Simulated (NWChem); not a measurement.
Species: C$_{4}$H$_{2}$F$_{2}$O; SMILES c1c(F)occ1F

Program: NWChem. Pople sets run with spherical d functions. Medium grid unless said otherwise, to which SCAN and Minnesota functionals are sensitive. The geometry was optimised at PBE0/def2-SVP. Total energies of different functionals are on different scales.

```csv
level,energy (Ha),highest occupied level (eV),orbital gap (eV),dipole (D),relative time
B3LYP/6-31G*,-428.4665,-6.22,6.66,0.19,1
PBE/6-31G*,-428.0223,-5.22,4.97,0.12,1
r2SCAN/6-31G*,-428.2681,-5.52,5.34,0.16,1
"LDA (Slater exchange, PW92)/6-31G*",-425.2795,-5.42,4.94,0.16,1
PW91/6-31G*,-428.3422,-5.27,4.96,0.13,1
LRC-wPBEh/6-31G*,-428.0771,-8.35,10.73,0.18,5
r2SCAN0/6-31G*,-428.2130,-6.68,7.35,0.21,1
BHandHLYP/6-31G*,-428.2684,-7.53,9.24,0.25,1
```

Times are rough ratios from one shared machine.
